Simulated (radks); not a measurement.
Results of a calculation; reference values are marked as such.
Problem. The table gives one normalised radial function P(r) = r R(r) of Nd+ in [Xe] 4f3 5d1 6p1 (r in bohr). Code: a radial shooting solver on a logarithmic mesh with Libxc functionals. Model: scalar-relativistic Kohn-Sham, r2SCAN, spin-unpolarised, spherical densities, finite nucleus; meta-GGA in the generalised Kohn-Sham scheme; Fermi nuclear charge, rms radius 4.9123 fm.

r               P
0.0008379   0.0000
0.001343    0.0000
0.002137    0.0000
0.003425    0.0001
0.005448    0.0002
0.008734    0.0007
0.01389     0.0023
0.02227     0.0078
0.03542     0.0237
0.05678     0.0637
0.0903      0.1347
0.1448      0.1950
0.2303      0.1099
0.3691     -0.1714
0.5871     -0.2908
0.9412      0.0883
1.497       0.5731
2.4         0.6371
3.817       0.3690
6.119       0.1069
9.732       0.0098
15.6        0.0001

Which n and l does it have? It may be an empty orbital.

Solution. n = 5, l = 2: the number of nodes gives n - l - 1 = 2, the rise at small r (about r^(l+1), flatter next to the nucleus through relativity) gives l, and the extent must fit the shell. The curve is that of 5d. 5d: eigenvalue -9.266 eV, 2 radial nodes at r = 0.283, 0.871 bohr, <r> = 2.59 bohr, 90 % of the charge inside 4.06 bohr.
